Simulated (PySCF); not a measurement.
Be(Et) (C2H5Be), SMILES [Be+][CH2]C, charge +1.

Geometry: PBE0-D3(BJ)/def2-TZVP. The multiplicity is an assumed one; other spin states were not compared. The isomer is the one that the SMILES or the coordinates give; other isomers of the formula were not compared.

All values below come from B3LYP/def2-TZVPD run with PySCF.

Symmetry labels are those of the subgroup Cs that the program uses (full group Cs).

Computed valence orbital energies around the gap with their symmetry:
```json
[
 {"orbital": "HOMO−7", "symmetry": "A'", "energy (eV)": "-119.45"},
 {"orbital": "HOMO−6", "symmetry": "A'", "energy (eV)": "-25.80"},
 {"orbital": "HOMO−5", "symmetry": "A'", "energy (eV)": "-21.94"},
 {"orbital": "HOMO−4", "symmetry": "A\"", "energy (eV)": "-17.38"},
 {"orbital": "HOMO−3", "symmetry": "A'", "energy (eV)": "-16.60"},
 {"orbital": "HOMO−2", "symmetry": "A'", "energy (eV)": "-15.61"},
 {"orbital": "HOMO−1", "symmetry": "A\"", "energy (eV)": "-14.70"},
 {"orbital": "HOMO", "symmetry": "A'", "energy (eV)": "-13.69"},
 {"orbital": "LUMO", "symmetry": "A'", "energy (eV)": "-10.00"},
 {"orbital": "LUMO+1", "symmetry": "A'", "energy (eV)": "-7.21"},
 {"orbital": "LUMO+2", "symmetry": "A\"", "energy (eV)": "-7.13"},
 {"orbital": "LUMO+3", "symmetry": "A'", "energy (eV)": "-3.87"}
]
```
